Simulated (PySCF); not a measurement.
This script is equivalent to a calculation on Kr²³⁺ (krypton, charge +23).

```python
from pyscf import gto, scf, dft, mp, cc
mol = gto.M(atom="Kr 0 0 0", charge=23, spin=1, symmetry="D2h",
            basis=gto.etbs([(0, 17, 2.2, 2.5), (1, 11, 2.9, 2.5), (2, 5, 13, 2.7), (3, 4, 20, 2.7)]))
mf = scf.UHF(mol)
mf.irrep_nelec = {'Ag': (3, 3), 'B1u': (1, 1), 'B2u': (2, 1), 'B3u': (1, 1)}
mf.kernel()
```

(1) What total energy does it give?

(2) Which occupied shell lies highest, and where?

(3) What is ⟨S²⟩, and what would a pure spin state give?

Spin-orbit coupling, absent here, splits the open shell strongly.

Answers

(1) -2415.12397 hartree (calculated).

(2) 3p α, at -1035.8 eV.

(3) 0.752, against 0.75.
